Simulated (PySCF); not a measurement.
Telling isomers of C₆H₁₀N₂OSi apart by NMR

[PySCF: structure optimised with GFN2-xTB; σ from GIAO-PBE0/pcSseg-1; a single conformation; non-relativistic Hamiltonian; isolated molecule; fast rotation and ring inversion assumed for equivalent nuclei]

Scale: TMS for $^{1}$H (31.72 ppm) and $^{13}$C (186.93 ppm) (reference shieldings calculated alike). Where no couplings were computed, multiplicities follow the n + 1 count of equivalent neighbours, and m marks all less simple cases (inequivalent or close neighbours, rings, F or P nearby). Shifts are as computed. Against solution values, carbons near 30 ppm lie about +3 ppm off and those near 130 ppm about +5 ppm. Of 1309 compounds with measured shifts, 239 miss one by over three times the rms of a fit or turn the order of signals round; such compounds aren't used in these exercises. OH and NH positions are gas-phase values without hydrogen bonding to other molecules.

(1) Tabulate the signals of `C=C([SiH2]N)C(=O)CCC#N`, `C=C[C@@H](/C=N/C)O[SiH2]C#N`, `CN[SiH2]Oc1ccccn1`, `CC(=O)c1cnn(C)c1[SiH3]` and their relative energies.

(2) What is the quickest way to tell C=C([SiH2]N)C(=O)CCC#N from C=C[C@@H](/C=N/C)O[SiH2]C#N?

(3) What is the quickest way to tell C=C([SiH2]N)C(=O)CCC#N from CC(=O)c1cnn(C)c1[SiH3]?

(4) What is the quickest way to tell C=C[C@@H](/C=N/C)O[SiH2]C#N from CN[SiH2]Oc1ccccn1?

Answers

(1) 
```json
{"SMILES": "C=C([SiH2]N)C(=O)CCC#N", "carbon types": "3×C 3×CH2", "δC": "214.6, 160.1, 142.4, 125.2, 44.9, 13.3", "δH": "6.80 (br s, 1H), 6.40 (br s, 1H), 5.20 (s, 2H), 2.87 (m, 2H), 2.73 (m, 2H), 0.50 (br s, 2H)", "E rel. (kcal/mol)": "46.4"}
{"SMILES": "C=C[C@@H](/C=N/C)O[SiH2]C#N", "carbon types": "1×C 3×CH 1×CH2 1×CH3", "δC": "167.9, 143.3, 127.3, 121.7, 83.1, 50.3", "δH": "7.76 (d, 1H), 6.02 (m, 1H), 6.00 (m, 1H), 5.68 (m, 1H), 5.03 (m, 1H), 5.00 (m, 1H), 4.92 (m, 1H), 3.75 (s, 3H)", "E rel. (kcal/mol)": "60.0"}
{"SMILES": "CN[SiH2]Oc1ccccn1", "carbon types": "1×C 4×CH 1×CH3", "δC": "168.7, 153.8, 145.4, 120.7, 116.6, 28.6", "δH": "8.42 (d, 1H), 7.91 (m, 1H), 6.99 (m, 1H), 6.92 (d, 1H), 5.44 (s, 2H), 2.80 (s, 3H), 0.17 (br s, 1H)", "E rel. (kcal/mol)": "0.0"}
{"SMILES": "CC(=O)c1cnn(C)c1[SiH3]", "carbon types": "3×C 1×CH 2×CH3", "δC": "198.6, 149.8, 140.0, 139.2, 40.7, 28.5", "δH": "7.76 (s, 1H), 4.57 (s, 3H), 4.18 (s, 3H), 2.57 (s, 3H)", "E rel. (kcal/mol)": "41.2"}
```

Energies are electronic energies at PBE0/pcSseg-1 on these geometries, without zero-point or thermal terms, each for the one conformer computed, which needn't be the lowest.

(2) Both give the same number of carbon signals, but DEPT or the intensities differ. The first has a ketone carbonyl carbon (C) at 214.6 ppm, the second a C=N carbon (CH) at 167.9 ppm. In the proton spectra the most deshielded non-exchanging signals are 6.80 (br s, 1H) and 7.76 (d, 1H).

(3) Both give the same number of carbon signals, but DEPT or the intensities differ. The first has a β carbon of a C=C–C=O unit (CH2) at 142.4 ppm, the second an aromatic CH next to a ring nitrogen at 140.0 ppm. Their most deshielded carbons lie at 214.6 and 198.6 ppm. In the proton spectra the most deshielded non-exchanging signals are 6.80 (br s, 1H) and 7.76 (s, 1H).

(4) Both give the same number of carbon signals, but DEPT or the intensities differ. The first has a terminal =CH2 carbon at 121.7 ppm, the second an aromatic carbon bearing oxygen (C) at 168.7 ppm. Their most deshielded carbons lie at 167.9 and 168.7 ppm. In the proton spectra the most deshielded non-exchanging signals are 7.76 (d, 1H) and 8.42 (d, 1H).
